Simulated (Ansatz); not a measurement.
Geometry optimisation, RHF/6-31G* (Ansatz).

Input file:

```yaml
crystal:
  periodic: [false, false, false]
  atoms:
    - { symbol: Al, position_ang: [0.0, 0.0, 0.0] }
    - { symbol: O, position_ang: [0.0, 0.0, 2.13] }
    - { symbol: Si, position_ang: [-1.3147, -0.4067, 3.0936] }
    - { symbol: H, position_ang: [-2.239, -1.2403, 2.3304] }
    - { symbol: H, position_ang: [-0.8506, -1.1432, 4.2657] }
    - { symbol: H, position_ang: [-1.9987, 0.8095, 3.5233] }
    - { symbol: O, position_ang: [1.5415, 0.0, -0.89] }
    - { symbol: H, position_ang: [1.8414, -0.9519, -1.0449] }
    - { symbol: O, position_ang: [-1.5415, 0.0, -0.89] }
    - { symbol: H, position_ang: [-2.0512, -0.8467, -0.6815] }
    - { symbol: Si, position_ang: [0.1174, 2.4836, 0.8261] }
    - { symbol: H, position_ang: [0.6937, 2.5244, 2.167] }
    - { symbol: H, position_ang: [0.9517, 3.2614, -0.0852] }
    - { symbol: H, position_ang: [-1.2275, 3.0508, 0.8577] }
    - { symbol: H, position_ang: [0.0594, 1.257, 1.9764] }
basis:
  gaussian: { orbitals: "6-31G*" }
hamiltonian:
  xc: hf
relax:
  f_tol: 0.15
  max_steps: 25
  restrain:
    - { distance: [0, 10], at: 2.32, k: 30.0 }
    - { distance: [14, 1], at: 1.01, k: 30.0 }
    - { distance: [0, 1], at: 2.98, k: 30.0 }
    - { distance: [14, 10], at: 2.66, k: 30.0 }
output:
  orbitals: {}
```

Command:

```bash
$ ansatz run input.yaml --threads 2 --pin off --max-ram 3072MiB --backend cpu --events-out ev --progress --plain --runs-dir out
```

Where does it end, and by what steps?

The forces met the threshold. The restraints hold the end off the free minimum. After 12 steps the energy has fallen by 3.609 eV (the restraints' own energy left out); H15 moved furthest, 0.75 Å. Parted: Al1–O2 (2.13 → 2.97 Å). Joined: O2–H15 (1.27 → 0.97 Å).

```
step  energy less start (eV)  largest force component (eV/Å)  accepted
   0                  0.0000                           4.431       yes
   1                 -1.4495                           4.670       yes
   2                 -2.2491                           2.956       yes
   3                 -2.6657                           3.160       yes
   4                 -3.2319                           2.837       yes
   5                 -3.4692                           1.665       yes
   6                 -3.5149                           1.538       yes
   7                 -3.5395                           1.392       yes
   8                 -3.5794                           1.351       yes
   9                 -3.5824                           1.377       yes
  10                 -3.6052                           1.285       yes
  11                 -3.5997                           1.342        no
  12                 -3.6090                           1.291       yes
```

```xyz
15
Properties=species:S:1:pos:R:3
Al 0.079 0.530 -0.482
O -0.218 0.070 2.437
Si -1.492 -0.461 3.362
H -2.174 -1.506 2.586
H -1.011 -1.025 4.638
H -2.413 0.653 3.656
O 1.514 -0.267 -0.930
H 1.598 -1.113 -1.341
O -1.447 -0.089 -0.898
H -1.647 -0.932 -1.271
Si 0.226 2.630 0.574
H 1.140 2.568 1.751
H 0.732 3.746 -0.262
H -1.087 3.059 1.122
H 0.181 0.933 2.637
```

Run time: 39 s on 2 threads of Arm Neoverse V1, with other jobs on the host, peak memory 0.29 GiB.
